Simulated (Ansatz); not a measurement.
Species: H₃BO₂, SMILES `OBO` (H–O–B–O torsion 180°, O–B–O–H torsion 180°) (charge 0, multiplicity 1).

Give a relaxed geometry from B3LYP-D3(BJ)/def2-TZVP in Ansatz (a quantum-chemistry and plane-wave program).

This is not unique; one that fits is the end point of this relaxation, one of several conformers (outside a Z-matrix the atoms follow the SMILES, hydrogens last).
Z-matrix (Å, degrees):
```
B
O 1 1.3598
H 2 0.9603 1 113.31
O 1 1.3598 2 116.76 3 180.00
H 4 0.9603 1 113.31 2 180.00
H 1 1.1998 2 121.62 3 0.00
```
